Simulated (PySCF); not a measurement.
Molecule (SMILES): PP (P2H4).
Geometry (B3LYP-D3(BJ)/def2-TZVP, fixed):
```
P
H 1 1.4206
H 1 1.4206 2 92.33
P 1 2.2503 2 93.65 3 -93.89
H 4 1.4206 1 93.65 2 -86.71
H 4 1.4206 5 92.33 1 93.89
```
Charge 0, spin multiplicity 1.

Basis-set convergence of the lowest singlet excitation energy at CAM-B3LYP with PySCF. Tamm-Dancoff approximation; the state is taken by its order, and sets in which it differs in degeneracy or brightness are left out, yet its character can still change. All functions are spherical. Density fitting with generated auxiliary sets. In sets without p functions on hydrogen, species with hydrogen take exact integrals. No added dispersion term, no relativity. Reference: the value in aug-pcseg-2, 5.478 eV, itself unsure by roughly 0.004 eV (its distance from aug-cc-pV(T+d)Z).

```json
[
 {"basis": "6-31+G*", "functions": "52", "lowest singlet excitation energy (eV)": "…"},
 {"basis": "6-311+G**", "functions": "84", "lowest singlet excitation energy (eV)": "5.616"},
 {"basis": "aug-pcseg-1", "functions": "90", "lowest singlet excitation energy (eV)": "…"},
 {"basis": "aug-cc-pV(D+d)Z", "functions": "100", "lowest singlet excitation energy (eV)": "…"},
 {"basis": "6-311++G(2d,2p)", "functions": "110", "lowest singlet excitation energy (eV)": "…"},
 {"basis": "pcseg-2", "functions": "124", "lowest singlet excitation energy (eV)": "5.836"},
 {"basis": "6-311++G(3df,3pd)", "functions": "166", "lowest singlet excitation energy (eV)": "5.497"},
 {"basis": "aug-pcseg-2", "functions": "192", "lowest singlet excitation energy (eV)": "5.478"},
 {"basis": "aug-cc-pV(T+d)Z", "functions": "202", "lowest singlet excitation energy (eV)": "5.482"},
 {"basis": "pcseg-3", "functions": "260", "lowest singlet excitation energy (eV)": "5.623"},
 {"basis": "def2-QZVPPD", "functions": "284", "lowest singlet excitation energy (eV)": "5.549"}
]
```

Task: What belongs in the gaps?

Result: 
- 6-31+G*, lowest singlet excitation energy (eV): 5.601
- aug-pcseg-1, lowest singlet excitation energy (eV): 5.492
- aug-cc-pV(D+d)Z, lowest singlet excitation energy (eV): 5.487
- 6-311++G(2d,2p), lowest singlet excitation energy (eV): 5.508
